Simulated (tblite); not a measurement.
C5H15OPSi2.
Cartesian coordinates in Å at the GFN2-xTB level; atoms count from 1:
```
atom  x, y, z in Å
C1    -2.4477   -0.8688    0.1585
P2    -0.7588   -0.6043    0.8241
O3    -0.7018   -0.7958    2.2800
C4     0.3348   -1.6791   -0.2054
C5     1.4055   -0.7223   -0.7271
Si6    2.7778   -0.5082    0.5837
C7     0.6846    0.5918   -1.0401
C8    -0.0982    0.9921    0.2026
Si9   -1.4063    2.3411   -0.0383
H10   -2.5097   -0.6791   -0.9085
H11   -2.7143   -1.9048    0.3673
H12   -3.1330   -0.2177    0.6976
H13    0.7413   -2.4878    0.4036
H14   -0.2401   -2.1218   -1.0237
H15    1.8422   -1.1201   -1.6508
H16    3.5123    0.7202    0.2640
H17    2.2398   -0.4424    1.9366
H18    3.6566   -1.6745    0.4641
H19   -0.0066    0.4376   -1.8763
H20    1.3891    1.3724   -1.3352
H21    0.5960    1.3206    0.9839
H22   -0.7005    3.5919   -0.3245
H23   -2.2266    2.4765    1.1630
H24   -2.2481    2.0024   -1.1914
```

Computed values, GFN2-xTB/tblite, gas phase, harmonic and unscaled. The method is semi-empirical: single wavenumbers can be off by several per cent or more. Modes of hydrogen on silicon can be 10 to 20 % off. One conformer, not necessarily the lowest.

Harmonic wavenumbers (cm⁻¹): 57.1, 91.5, 124.0, 132.4, 141.1, 169.8, 192.8, 208.6, 239.1, 291.6, 320.9, 330.5, 349.3, 401.7, 491.3, 528.6, 543.3, 567.3, 601.5, 646.6, 681.9, 727.9, 743.5, 762.2, 773.2, 777.5, 786.5, 803.3, 805.5, 820.7, 839.0, 852.2, 887.5, 941.5, 984.9, 1030.7, 1076.2, 1096.1, 1116.1, 1149.2, 1177.9, 1233.3, 1252.9, 1268.7, 1277.3, 1308.6, 1329.5, 1425.7, 1439.8, 1454.4, 1499.7, 2237.5, 2243.6, 2258.3, 2266.9, 2294.0, 2328.9, 2906.8, 2909.8, 2922.5, 2936.0, 2971.3, 2975.0, 2994.1, 3009.5, 3035.1.

A = 1337, B = 797.8, C = 639.8 MHz; mass 178.040 u (most abundant isotopes); point group C1, symmetry number 1.

Task: What is the zero-point energy?

Result: Half the sum of the wavenumbers: 39521 cm⁻¹ = 472.78 kJ/mol.

Task: What is S at 350 K and 1 bar for an ideal gas of classical rigid rotors and harmonic oscillators?

Result: Translation 176.82, rotation 129.75, vibration 192.90: S = 499.5 J/(mol K).

Task: And Cp and H(350 K) − H(0)?

Result: Cp = 248.66 J/(mol K), of which vibrations give 215.40 (their classical limit is 66 R = 548.8); H(350 K) − H(0) = 48.86 kJ/mol without the zero-point energy, 37.22 from vibrations.

Task: What must be added to the electronic energy to get the Gibbs energy at 350 K and 1 bar?

Result: ZPE + [H(350 K) − H(0)] − T·S = 472.78 + 48.86 − 174.81 = 346.83 kJ/mol.

Task: How do the functions run with temperature in this model?

Result: 
```tsv
T (K)	S (J/(mol K))	Cp (J/(mol K))	H − H(0) (kJ/mol)	G − H(0) (kJ/mol)	ln q(vib)
50	252.8	57.1	2.06	-10.58	0.37
100	304.0	93.4	5.85	-24.55	1.66
298.15	462.0	218.4	36.74	-101.02	8.52
373.15	515.8	261.2	54.76	-137.70	11.26
500	600.8	320.1	91.81	-208.61	15.88
750	746.9	399.5	182.55	-377.64	24.64
1000	869.3	450.6	289.24	-580.09	32.70
```

q(vib) and H(0) count from the zero-point level.

Task: Which modes carry the vibrational entropy at 350 K?

Result: 57.1 cm⁻¹: 20.38; 91.5 cm⁻¹: 16.49; 124.0 cm⁻¹: 14.01; 132.4 cm⁻¹: 13.47; 141.1 cm⁻¹: 12.96; 169.8 cm⁻¹: 11.47 J/(mol K); the other 60 give 104.11 together.

Task: Blend soft modes into free rotors: weight 1/[1 + (100 cm⁻¹/ν̃)⁴] for the oscillator and the rest for a rotor with moment μB/(μ + B), μ = h/(8π²ν), B = 10⁻⁴⁴ kg m². What vibrational entropy results?

Result: 184.29 J/(mol K) in place of 192.90, which changes −T·S at 350 K by +3.01 kJ/mol.

Hindered rotation and anharmonicity are outside this model. Other conformers, if any are populated, would add a mixing term that is left out. The structure is chiral; the term R ln 2 for an equal mix with its mirror image is left out.
